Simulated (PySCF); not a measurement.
Members of one series of related molecules.

All values: PBE0/pcSseg-1 (PySCF) at GFN2-xTB geometries, gas phase, one conformer each.

Task: Rank by HOMO–LUMO gap, lowest first.
A. `CC1=C[Si@@](F)(C(Cl)Cl)CC1`
B. `C#C[Si@@]1(F)C=C(C)CC1`
C. `CN[Si@@]1(F)C=C(C)CC1`

Result: C (6.49 eV), B (6.97 eV), A (7.19 eV).

Task: Rank by LUMO energy, lowest first.
A. `C#C[Si@@]1(F)C=C(C)CC1`
B. `C1(CC[Si@H](C=1)F)C`
C. `CN[Si@@]1(F)C=C(C)CC1`

Result: A (-0.56 eV), B (-0.26 eV), C (-0.12 eV).

All values together:

| SMILES | change | formula | μ (D) | HOMO (eV) | LUMO (eV) | lowest IAO charge (e) | highest IAO charge (e) | lowest Hirshfeld charge (e) | highest Hirshfeld charge (e) |
| --- | --- | --- | --- | --- | --- | --- | --- | --- | --- |
| CC1=C[Si@H](F)CC1 | parent | C5H9FSi | 2.65 | -7.49 | -0.26 | -0.574 (C) | +1.193 (Si) | -0.217 (F) | +0.430 (Si) |
| CN[Si@@]1(F)C=C(C)CC1 | H on Si replaced by NHCH3 | C6H12FNSi | 2.42 | -6.61 | -0.12 | -0.687 (N) | +1.398 (Si) | -0.251 (N) | +0.462 (Si) |
| CC1=C[Si@@](F)(C(Cl)Cl)CC1 | H on Si replaced by CHCl2 | C6H9Cl2FSi | 3.01 | -7.72 | -0.53 | -0.575 (C) | +1.314 (Si) | -0.207 (F) | +0.423 (Si) |
| CC1=C[Si@](F)(P)CC1 | H on Si replaced by PH2 | C5H10FPSi | 3.12 | -7.24 | -0.34 | -0.568 (C) | +1.140 (Si) | -0.216 (F) | +0.391 (Si) |
| C#C[Si@@]1(F)C=C(C)CC1 | H on Si replaced by ethynyl | C7H9FSi | 2.69 | -7.53 | -0.56 | -0.572 (C) | +1.323 (Si) | -0.208 (F) | +0.460 (Si) |

Conformers: `[CH3:1][C:2]1=[CH:3][Si@H:4]([F:5])[CH2:6][CH2:7]1` with C2–C3–Si4–F5 122°, C3–Si4–C6–C7 -15°, Si4–C6–C7–C2 18°, C1–C2–C7–C6 167°; `[CH3:1][NH:2][Si@@:3]1([F:4])[CH:5]=[C:6]([CH3:7])[CH2:8][CH2:9]1` with C1–N2–Si3–F4 179°; `[CH3:1][C:2]1=[CH:3][Si@@:4]([F:5])([CH:6]([Cl:7])[Cl:8])[CH2:9][CH2:10]1` with C3–Si4–C6–Cl7 -54°, C2–C3–Si4–F5 124°, C3–Si4–C9–C10 -12°, Si4–C9–C10–C2 15°, C1–C2–C10–C9 169°; `[CH3:1][C:2]1=[CH:3][Si@:4]([F:5])([PH2:6])[CH2:7][CH2:8]1` with C3–Si4–P6–H 58° and -35°, C2–C3–Si4–F5 -121°, C3–Si4–C7–C8 14°, Si4–C7–C8–C2 -17°, C1–C2–C8–C7 -168°; `[CH:1]#[C:2][Si@@:3]1([F:4])[CH:5]=[C:6]([CH3:7])[CH2:8][CH2:9]1` with C2–Si3–C5–C6 113°, C5–C6–C8–C9 12°, C6–C8–C9–Si3 -17°, C2–Si3–C9–C8 -107°.

Task: Give the shifts from the parent, `CC1=C[Si@H](F)CC1`.

Result: 
```csv
SMILES,change in μ (D),change in HOMO (eV),change in LUMO (eV)
CN[Si@@]1(F)C=C(C)CC1,-0.23,+0.88,+0.14
CC1=C[Si@@](F)(C(Cl)Cl)CC1,+0.36,-0.23,-0.27
CC1=C[Si@](F)(P)CC1,+0.47,+0.25,-0.08
C#C[Si@@]1(F)C=C(C)CC1,+0.04,-0.04,-0.30
```
